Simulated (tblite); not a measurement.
Compound: C₄H₉BrOSi₂.
Atom-mapped SMILES: `[CH2:1]=[CH:2][Si@@H:3]1[CH2:4][C@H:5]([Br:6])[SiH2:7][O:8]1` (hydrogens: H9, H10 on C1; H11 on C2; H12 on Si3; H13, H14 on C4; H15 on C5; H16, H17 on Si7)

Computed with GFN2-xTB (tblite), gas phase: L-BFGS steps from a force-field or distance-geometry start until the largest atomic force falls under 0.01 eV/Å.

Step 62: E = -675.1936 eV
```
atom  x, y, z in Å  |  force x, y, z in eV/Å
C1      2.5547    0.7493    0.9732   -0.009  -0.024  -0.042
C2      2.1360   -0.1510    0.0951   -0.031  -0.010  -0.031
Si3     0.4909   -1.0475    0.2405    0.075  -0.040   0.043
C4     -0.6514   -0.8337   -1.2834    0.015  -0.015   0.046
C5     -1.6029    0.3183   -0.9849   -0.031   0.052  -0.011
Br6    -0.7926    2.0170   -1.5732    0.061   0.012  -0.004
Si7    -1.8331    0.4662    0.9156   -0.017  -0.049   0.049
O8     -0.4617   -0.2870    1.3546    0.029  -0.008   0.009
H9      1.9391    1.0181    1.8156    0.034   0.024   0.027
H10     3.5070    1.2507    0.8883   -0.033   0.009  -0.008
H11     2.7666   -0.3961   -0.7526   -0.010  -0.008   0.078
H12     0.5439   -2.4286    0.7225    0.035   0.049  -0.066
H13    -1.2456   -1.7431   -1.4028   -0.036   0.019  -0.028
H14    -0.1216   -0.6770   -2.2238   -0.029  -0.025  -0.006
H15    -2.5197    0.2598   -1.5682   -0.031  -0.034  -0.041
H16    -1.7532    1.8325    1.3978   -0.026   0.024   0.005
H17    -2.9636   -0.3359    1.3756    0.002   0.024  -0.021
```

Step 63: E = -675.1954 eV
```
atom  x, y, z in Å  |  force x, y, z in eV/Å
C1      2.5517    0.7530    0.9724   -0.018  -0.023  -0.028
C2      2.1357   -0.1489    0.0941    0.005   0.020  -0.011
Si3     0.4928   -1.0495    0.2351    0.066  -0.009   0.026
C4     -0.6573   -0.8363   -1.2841    0.010  -0.023   0.048
C5     -1.6034    0.3211   -0.9854   -0.014   0.027  -0.026
Br6    -0.7792    2.0154   -1.5629    0.066   0.020  -0.013
Si7    -1.8360    0.4644    0.9146    0.001  -0.048   0.064
O8     -0.4651   -0.2943    1.3479    0.018  -0.010   0.041
H9      1.9327    1.0305    1.8107    0.037   0.003   0.000
H10     3.5079    1.2489    0.8946   -0.043   0.006  -0.020
H11     2.7751   -0.3978   -0.7465   -0.027  -0.011   0.081
H12     0.5665   -2.4293    0.7170    0.011   0.047  -0.067
H13    -1.2573   -1.7444   -1.3892   -0.024   0.034  -0.046
H14    -0.1334   -0.6883   -2.2302   -0.047  -0.031   0.017
H15    -2.5180    0.2702   -1.5730   -0.029  -0.035  -0.037
H16    -1.7488    1.8300    1.4009   -0.030   0.004  -0.002
H17    -2.9710   -0.3329    1.3741    0.019   0.028  -0.026
```

Step 64: E = -675.1969 eV
```
atom  x, y, z in Å  |  force x, y, z in eV/Å
C1      2.5482    0.7549    0.9719    0.000  -0.002  -0.017
C2      2.1349   -0.1485    0.0936    0.037   0.057   0.022
Si3     0.4951   -1.0513    0.2320    0.018   0.025  -0.002
C4     -0.6614   -0.8375   -1.2831   -0.012  -0.023   0.027
C5     -1.6039    0.3247   -0.9863    0.008  -0.004  -0.025
Br6    -0.7672    2.0152   -1.5564    0.058   0.015  -0.016
Si7    -1.8374    0.4622    0.9144    0.030  -0.038   0.038
O8     -0.4669   -0.2999    1.3440    0.015  -0.015   0.064
H9      1.9290    1.0402    1.8078    0.025  -0.017  -0.017
H10     3.5066    1.2480    0.8977   -0.048   0.001  -0.029
H11     2.7808   -0.3998   -0.7404   -0.025  -0.020   0.059
H12     0.5857   -2.4296    0.7101   -0.009   0.019  -0.054
H13    -1.2678   -1.7428   -1.3784   -0.012   0.032  -0.052
H14    -0.1426   -0.6980   -2.2338   -0.055  -0.028   0.034
H15    -2.5177    0.2777   -1.5770   -0.001  -0.027  -0.023
H16    -1.7484    1.8267    1.4014   -0.026   0.019   0.007
H17    -2.9741   -0.3302    1.3725   -0.001   0.005  -0.017
```

Question: Estimate the geometry and energy of step 65. (The exact step hangs on the optimiser's Hessian estimate; all steps are aligned on step 64, rigid shifts and turns removed.)

Answer: E = -675.1981 eV, largest force 0.088 eV/Å
```
atom  x, y, z in Å  |  force x, y, z in eV/Å
C1      2.5405    0.7575    0.9726    0.002   0.017   0.002
C2      2.1335   -0.1478    0.0937    0.043   0.064   0.042
Si3     0.4980   -1.0560    0.2286   -0.022   0.053  -0.018
C4     -0.6640   -0.8394   -1.2819   -0.032  -0.011   0.004
C5     -1.6031    0.3268   -0.9866    0.023  -0.020  -0.006
Br6    -0.7571    2.0136   -1.5561    0.040   0.002  -0.015
Si7    -1.8329    0.4611    0.9159    0.043  -0.010   0.023
O8     -0.4654   -0.3087    1.3425   -0.005  -0.013   0.069
H9      1.9193    1.0441    1.8072    0.020  -0.028  -0.033
H10     3.4973    1.2533    0.9007   -0.032   0.006  -0.029
H11     2.7851   -0.3989   -0.7348   -0.016  -0.023   0.032
H12     0.5989   -2.4342    0.6995   -0.018  -0.008  -0.040
H13    -1.2764   -1.7405   -1.3737   -0.010   0.008  -0.044
H14    -0.1495   -0.7055   -2.2355   -0.045  -0.021   0.028
H15    -2.5180    0.2804   -1.5773    0.030  -0.011  -0.008
H16    -1.7375    1.8272    1.4005   -0.023   0.001   0.007
H17    -2.9758   -0.3211    1.3746    0.001  -0.005  -0.014
```

The energy changes by -0.0012 eV. The first-order estimate −F·Δx gives -0.0016 eV and the mean of the old and new forces, exact on a quadratic surface, -0.0012 eV. The step makes an angle of 78° with the force vector and moves no atom by more than 0.018 Å.

The cost below is that of the whole relaxation. The run took 2.2 s on an Arm Neoverse N1 with one thread, shared host.
